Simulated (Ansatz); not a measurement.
Species: selane, H2Se, net charge 0, singlet state. SMILES: [SeH2]
Coordinates optimised at B3LYP-D3(BJ)/def2-TZVP (Ansatz, a program for electronic structure):
```
Se
H 1 1.4704
H 1 1.4704 2 91.29
```
Charge 0, spin multiplicity 1.

Quantity: vertical triplet-singlet gap (E(triplet) - E(singlet); each state is the SCF solution reached for its spin), in kcal/mol. Cores are frozen in the correlated levels unless marked. Open shells are spin-unrestricted. No spin-orbit coupling. Frozen are the shells of the preceding noble gas and the d and f shells that filled before the atom's block. Non-relativistic. Basis-set limits of correlation are two-point, X^-3; Hartree-Fock from the larger set.

| level | program | vertical triplet-singlet gap (kcal/mol) |
|---|---|---|
| r2SCAN/def2-TZVPD | Ansatz | 111.7 |
| PBE0/def2-TZVPD | Ansatz | 112.0 |
| B2PLYP/def2-TZVPD | Ansatz | 114.8 |
| MP2/def2-SVPD | Ansatz | 117.8 |
| MP2/aug-cc-pVTZ | Ansatz | 117.1 |
| MP2/aug-cc-pVQZ | Ansatz | 117.7 |
| MP2/CBS(aug-cc-pVTZ,aug-cc-pVQZ) | Ansatz | 118.3 |

### Question
What does CCSD(T)/CBS(aug-cc-pVTZ,aug-cc-pVQZ) (Ansatz) give?

### Answer
116.9 kcal/mol, so MP2/CBS(aug-cc-pVTZ,aug-cc-pVQZ) differs from it by 1.4 kcal/mol.
